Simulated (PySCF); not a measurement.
**Computed properties of BrSi, SMILES [Si]Br**

BrSi, SMILES [Si]Br (connectivity only; charge and spin as stated), charge +1, multiplicity 1. The structure is a stationary point at B3LYP-D3(BJ)/def2-TZVP. The spin state was assumed, not searched. One conformer was computed; it need not be the lowest. All values are computed for the isolated molecule unless a solvent is named; none is compared with measurement here.

**Structure.** The optimised structure has C∞v symmetry. All 1 harmonic modes at B3LYP-D3(BJ)/def2-TZVP (PySCF) are real, so it is a minimum.

**Vibrations.** The strongest infrared lines (harmonic, unscaled, degenerate partners summed) lie at 515 cm⁻¹ (107 km/mol, Si 74 %, Br 26 %). The softest mode is at 515 cm⁻¹ and the zero-point energy is 0.7 kcal/mol.

**Electronic structure.** PBE0/def2-TZVPD (PySCF) places the frontier levels at -15.56 and -9.46 eV, a gap of 6.10 eV and a mean polarisability of 39.1 bohr³.

**Excitations.** TDA-CAM-B3LYP/def2-TZVPD (PySCF) has S1 at 4.85 eV (255 nm, f = 0.000, dark); the most intense of the 10 singlets computed lies at 10.08 eV (f = 1.78). Strengths of degenerate partners are summed. T1 (TDA) is at 3.41 eV, 1.44 eV under S1. No vertical singlet excitation falls in the visible range (under 3.1 eV).

**NMR.** GIAO shifts at KT2/pcSseg-2 (PySCF) (non-relativistic, atoms alike by connectivity averaged): ²⁹Si at 270.8 ppm against TMS. Without spin–orbit terms, shifts of atoms bonded to Cl or Br come out too high.
